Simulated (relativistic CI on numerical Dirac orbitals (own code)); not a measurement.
## Crystal-field levels of Tc5+, 4d2

Calculated by Dirac-Coulomb-Breit CI, KLI orbitals optimised for each configuration, model QED, valence Slater integrals scaled by 0.8, one configuration in a parametric crystal field (own radial code).

Field parameters in Wybourne normalisation: D4h B²₀ = −7Ds, B⁴₀ = 21(Dq − Dt), B⁴₄ = 21√(5/14) Dq. The field is a parameter set, without covalency.

S is read from ⟨S²⟩ = S(S + 1).

Levels (cm⁻¹, degeneracy): 0 (1), 149 (2), 2524 (1), 2579 (1), 3516 (2), 4092 (1), 4262 (1), 11443 (1), 11571 (1), 14459 (2), 14997 (1), 28880 (1).

(1) Which field gives this pattern?
A. D4h, 10Dq = 42850, Ds = -410, Dt = 1140 cm⁻¹
B. D4h, 10Dq = 38600, Ds = 210, Dt = -490 cm⁻¹
C. D4h, 10Dq = 16450, Ds = 880, Dt = -620 cm⁻¹
D. D4h, 10Dq = 25500, Ds = -1000, Dt = -780 cm⁻¹

Results:

(1) B. D4h, 10Dq = 38600, Ds = 210, Dt = -490 cm⁻¹, ground level with S = 1.00.
